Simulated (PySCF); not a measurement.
Species: 4-chloro-3-methylaniline, C7H8ClN.
Cartesian coordinates in Å at the GFN2-xTB level; atoms count from 1:
```xyz
17
C7H8ClN angstrom
C      2.337   -0.712    0.524
C      1.012   -0.142    0.125
C     -0.168   -0.815    0.390
C     -1.411   -0.295    0.025
N     -2.563   -1.023    0.235
C     -1.456    0.941   -0.620
C     -0.290    1.627   -0.892
C      0.930    1.088   -0.523
Cl     2.380    1.973   -0.877
H      2.963   -0.859   -0.355
H      2.211   -1.664    1.031
H      2.859   -0.023    1.186
H     -0.127   -1.772    0.892
H     -3.429   -0.509    0.215
H     -2.519   -1.747    0.933
H     -2.409    1.359   -0.909
H     -0.327    2.584   -1.389
```

Hirshfeld charges (e) from the PBE0/pcSseg-1 density (PySCF), one withheld:

```tsv
atom	bonded to	charge
C1	C2 H10 H11 H12	-0.1232
C2	C1 C3 C8	+0.0010
C3	C2 C4 H13	-0.0792
C4	C3 N5 C6	+0.0496
N5	C4 H14 H15	-0.1944
C6	C4 C7 H16	-0.0783
C7	C6 C8 H17	?
C8	C7 Cl9 C2	-0.0088
Cl9	C8	-0.0358
H10	C1	+0.0417
H11	C1	+0.0461
H12	C1	+0.0406
H13	C3	+0.0433
H14	N5	+0.1310
H15	N5	+0.1308
H16	C6	+0.0461
H17	C7	+0.0507
```

Problem. What is the charge on C7?

Solution. The charges add up to the total charge, 0. The others sum to +0.0612, which leaves -0.0612 e for C7 (aromatic CH carbon); the computed value is -0.0611, the difference coming from rounding and the integration grid.

Problem. Add each hydrogen's charge to the atom that carries it.

Solution. C1 +0.0052, C3 -0.0359, N5 +0.0674, C6 -0.0322, C7 -0.0104. Atoms without hydrogen keep their charges.

Problem. Across which bond do the charges differ most?

Solution. H14–N5: +0.1310 on H14 against -0.1944 on N5, a difference of 0.3254 e (N5–H15 within 0.003 e of it). The lower charge is on the more electronegative element of the two (Pauling values: N 3.04, H 2.20).

Problem. Take the bonds between elements whose Pauling electronegativities differ by more than 0.25. In how many does the more electronegative atom carry the lower charge?

Solution. In 10 of 10.

Problem. How much positive and how much negative charge does this set hold in all?

Solution. +0.5809 e on 10 atoms and -0.5808 e on 7.

The Hirshfeld scheme divides the density at each point in proportion to the densities of the neutral, spherically averaged free atoms. Geometry: GFN2-xTB; no solvent, vibrations or thermal averaging.

These values come from a run that also computed NMR shieldings. On an Arm Neoverse N1 with one thread (shared host), this took 59 s of wall time and 0.91 GiB of memory at its peak.
